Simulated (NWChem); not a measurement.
System: C5H4N, doublet; SMILES [c]1ccncc1

Parts of the log:

```
             Northwest Computational Chemistry Package (NWChem) 7.3.0
             --------------------------------------------------------

                             Geometry "geometry" -> ""
                             -------------------------

 Output coordinates in angstroms (scale by  1.889725989 to convert to a.u.)

  No.       Tag          Charge          X              Y              Z
 ---- ---------------- ---------- -------------- -------------- --------------
    1 C                    6.0000     0.00000000     0.00000000     1.39943200
    2 C                    6.0000     1.21720900     0.00000000     0.74589100
    3 C                    6.0000     1.14825900     0.00000000    -0.67087100
    4 N                    7.0000     0.00000000     0.00000000    -1.35617200
    5 C                    6.0000    -1.14825900     0.00000000    -0.67087100
    6 C                    6.0000    -1.21720900     0.00000000     0.74589100
    7 H                    1.0000     2.19273400     0.00000000     1.25715000
    8 H                    1.0000     2.08462200     0.00000000    -1.25940300
    9 H                    1.0000    -2.08462200     0.00000000    -1.25940300
   10 H                    1.0000    -2.19273400     0.00000000     1.25715000

 Effective nuclear repulsion energy (a.u.)     195.8246627137

                              NWChem Property Module
                              ----------------------

  itol2e modified to match energy
  convergence criterion.

                                 NWChem DFT Module
                                 -----------------

 Summary of "ao basis" -> "ao basis" (spherical)
 ------------------------------------------------------------------------------
       Tag                 Description            Shells   Functions and Types
 ---------------- ------------------------------  ------  ---------------------
 C                           pcj-1                  11       27   5s4p2d
 N                           pcj-1                  11       27   5s4p2d
 H                           pcj-1                   6       10   4s2p

  itol2e modified to match energy
  convergence criterion.

            General Information
            -------------------
          SCF calculation type: DFT
          Wavefunction type:  spin polarized.
          No. of atoms     :    10
          No. of electrons :    41
           Alpha electrons :    21
            Beta electrons :    20
          Charge           :     0
          Spin multiplicity:     2
          Use of symmetry is: off; symmetry adaption is: off
          Maximum number of iterations: 150
          AO basis - number of functions:   202
                     number of shells:    90
          Convergence on energy requested:  1.00D-07
          Convergence on density requested:  1.00D-05
          Convergence on gradient requested:  5.00D-04

              XC Information
              --------------
                  TPSS hybrid Method XC Functional
                     Hartree-Fock (Exact) Exchange  0.100
                  TPSS metaGGA Exchange Functional  0.900
             TPSS03 metaGGA Correlation Functional  1.000

             Grid Information
             ----------------
          Grid used for XC integration:  fine
          Radial quadrature: Mura-Knowles
          Angular quadrature: Lebedev.
          Tag              B.-S. Rad. Rad. Pts. Rad. Cut. Ang. Pts.
          ---              ---------- --------- --------- ---------
          C                   0.70       70          11.0       590
          N                   0.65       70          10.0       590
          H                   0.35       60          13.0       590
          Grid pruning is: on
          Number of quadrature shells:   660
          Spatial weights used:  Erf1

      Superposition of Atomic Density Guess
      -------------------------------------

 Sum of atomic energies:        -244.57858450

      Non-variational initial energy
      ------------------------------

[...]

          ----------------------
          Hyperfine Interactions
          ----------------------

 Total Spin Density (Fermi Contact Term)
 ------------------ --------------------
     Atom            x         y         z       Density (a.u.)      Aiso(MHz)     Aiso(Gauss)
     1  13-C      0.00000   0.00000   2.64454       0.344914        387.749412     138.358399
     2  13-C      2.30019   0.00000   1.40953      -0.001960         -2.203256      -0.786175
     3  13-C      2.16989   0.00000  -1.26776       0.026777         30.102880      10.741438
     4  14-N      0.00000   0.00000  -2.56279       0.015843          5.118837       1.826525
     5  13-C     -2.16989   0.00000  -1.26776       0.026777         30.102879      10.741437
     6  13-C     -2.30019   0.00000   1.40953      -0.001960         -2.203257      -0.786175
     7   1-H      4.14367   0.00000   2.37567       0.012120         54.175151      19.331008
     8   1-H      3.93936   0.00000  -2.37993       0.007224         32.292578      11.522775
     9   1-H     -3.93936   0.00000  -2.37993       0.007224         32.292578      11.522775
    10   1-H     -4.14367   0.00000   2.37567       0.012120         54.175153      19.331009

           -------------------------------------------
           Anisotropic Interaction (Spin-Dipolar Term)
           -------------------------------------------

 ------------------------------------------------------------
     Atom            x         y         z
 ------------------------------------------------------------
     1  13-C      0.00000   0.00000   2.64454

   Spin-Dipolar term (a.u.)
        xx             yy             zz             xy             xz             yz
 ------------------------------------------------------------------------------------------
      -0.581932      -0.435408       1.017339      -0.000000      -0.000000      -0.000000

   Principal Comp. of -hf- tensor (au)            Anisotropic -hfcc- (MHz)               Anisotropic -hfcc- (Gauss)
 --------------------------------------------------------------------------------------------------------------------------
     -0.581932    -0.435408     1.017339     -78.089660   -58.427537   136.517197     -27.864286   -20.848363    48.712648

   Orientation of the principal axis of Hyperfine Tensor w.r.t absolute (molecular) frame
 --------------------------------------------------------------------------------------------------------------------------
      1.000000    -0.000000    -0.000000
      0.000000     1.000000    -0.000000
      0.000000     0.000000     1.000000

 ------------------------------------------------------------
     Atom            x         y         z
 ------------------------------------------------------------
     2  13-C      2.30019   0.00000   1.40953

   Spin-Dipolar term (a.u.)
        xx             yy             zz             xy             xz             yz
 ------------------------------------------------------------------------------------------
       0.046306      -0.114428       0.068122      -0.000000      -0.076415      -0.000000

   Principal Comp. of -hf- tensor (au)            Anisotropic -hfcc- (MHz)               Anisotropic -hfcc- (Gauss)
 --------------------------------------------------------------------------------------------------------------------------
     -0.019975    -0.114428     0.134403      -2.680479   -15.355121    18.035600      -0.956460    -5.479080     6.435540

   Orientation of the principal axis of Hyperfine Tensor w.r.t absolute (molecular) frame
 --------------------------------------------------------------------------------------------------------------------------
      0.755417     0.000000    -0.655244
     -0.000000     1.000000    -0.000000
      0.655244     0.000000     0.755417

 ------------------------------------------------------------
     Atom            x         y         z
 ------------------------------------------------------------
     3  13-C      2.16989   0.00000  -1.26776

   Spin-Dipolar term (a.u.)
        xx             yy             zz             xy             xz             yz
 ------------------------------------------------------------------------------------------
      -0.056171      -0.020328       0.076499       0.000000       0.009455       0.000000

   Principal Comp. of -hf- tensor (au)            Anisotropic -hfcc- (MHz)               Anisotropic -hfcc- (Gauss)
 --------------------------------------------------------------------------------------------------------------------------
     -0.056842    -0.020328     0.077169      -7.627630    -2.727779    10.355409      -2.721723    -0.973338     3.695061

   Orientation of the principal axis of Hyperfine Tensor w.r.t absolute (molecular) frame
 --------------------------------------------------------------------------------------------------------------------------
      0.997496     0.000000     0.070729
     -0.000000     1.000000     0.000000
     -0.070729    -0.000000     0.997496

 ------------------------------------------------------------
     Atom            x         y         z
 ------------------------------------------------------------
     4  14-N      0.00000   0.00000  -2.56279

   Spin-Dipolar term (a.u.)
        xx             yy             zz             xy             xz             yz
 ------------------------------------------------------------------------------------------
       0.018331      -0.089876       0.071544       0.000000      -0.000000       0.000000

   Principal Comp. of -hf- tensor (au)            Anisotropic -hfcc- (MHz)               Anisotropic -hfcc- (Gauss)
 --------------------------------------------------------------------------------------------------------------------------
      0.018331    -0.089876     0.071544       0.707002    -3.466305     2.759303       0.252276    -1.236862     0.984586

[...]
```

Level: TPSSh/pcJ-1, spin-unrestricted, contact and dipolar terms. In the optimisation the excess spin sits in a1 (C2v, its own frame). Structure relaxed at the PBE-D3(BJ)/def2-SVP, spin-unrestricted level. No frequency run checked for a minimum. No stability test was run on the SCF state.

Task: Which NWChem input produces such a log?

Result: Several could match; the one computed here: the input that was run:
```
start job
memory heap 200 mb stack 900 mb global 1100 mb
geometry units angstroms noautosym nocenter noautoz
  C      0.000000     0.000000     1.399432
  C      1.217209     0.000000     0.745891
  C      1.148259     0.000000    -0.670871
  N      0.000000     0.000000    -1.356172
  C     -1.148259     0.000000    -0.670871
  C     -1.217209     0.000000     0.745891
  H      2.192734     0.000000     1.257150
  H      2.084622     0.000000    -1.259403
  H     -2.084622     0.000000    -1.259403
  H     -2.192734     0.000000     1.257150
end
basis spherical
  * library pcj-1
end
dft
  odft
  mult 2
  xc xctpssh
  iterations 150
  semidirect filesize 400000000
end
property
  hyperfine
end
task dft property
```
